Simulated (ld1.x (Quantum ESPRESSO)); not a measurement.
**Which change was made? (V, TM)**

ld1.x (Quantum ESPRESSO) 7.5 input, shortened:

```
&input
   title='V', zed=23., rel=1, dft='PZ', iswitch=3,
   config='[Ar] 3d3 4s1.5 4p0'
 /
 &inputp
   pseudotype=2, tm=.true., lloc=-1, rcloc=1.65,
   nlcc=.true., new_core_ps=.true.
 /
3
4S  1  0   1.50   0.00  2.05  2.05  0.0
3P  2  1   6.00   0.00  1.25  1.25  0.0
3D  3  2   3.00   0.00  1.20  1.20  0.0
 &test
   configts(1)='3p6 3d3 4s1.5 4p0'
 /
```

Cutoffs, loose and tight: the cutoffs (Ry, on a coarse ladder) from which the occupation-weighted sum of valence levels, in a spherical-Bessel basis at the reference potential, stays within 10 and 1 mRy of its value at 400 Ry. They do not see the model core or the augmentation charge, which bear on the density cutoff. Test errors are all-electron minus pseudo excitation energies from the reference, over the configurations 3p6 3d3 4s2 4p0; 3p6 3d3 4s1 4p0; 3p6 3d3 4s0 4p0; 3p6 3d3 4s1 4p1; 3p6 3d1 4s0 4p0; 3p6 3d2 4s0 4p0; 3p6 3d2 4s2 4p1 (two spin-polarised tests are not counted in the largest error); variants that change the core or the reference have their own tests. The largest error is taken over the tests solved by every variant that gives reliable tests at all, those not shown here included: 3p6 3d1 4s0 4p0; 3p6 3d3 4s0 4p0; 3p6 3d3 4s1 4p0; 3p6 3d3 4s1 4p1.

The base gives: outcome: generated; cutoff, loose: 120 Ry; cutoff, tight: 140 Ry; bound ghosts: s; largest test error (meV): -59.

(1) After one change the result is: outcome: generated; cutoff, loose: 120 Ry; cutoff, tight: 140 Ry; bound ghosts: s; largest test error (meV): -159. Which change was it?
A. local potential all-electron potential smoothed inside 2.40 bohr (lloc = -1)
B. local potential all-electron potential smoothed inside 1.40 bohr (lloc = -1)
C. local potential all-electron potential smoothed inside 2.06 bohr (lloc = -1)

## Answers

(1) C. The others give: local potential all-electron potential smoothed inside 2.40 bohr (lloc = -1) → outcome: generated; cutoff, loose: 120 Ry; cutoff, tight: 140 Ry; bound ghosts: none; largest test error (meV): -273 | local potential all-electron potential smoothed inside 1.40 bohr (lloc = -1) → outcome: generated; cutoff, loose: 120 Ry; cutoff, tight: 140 Ry; bound ghosts: s; largest test error (meV): -23.
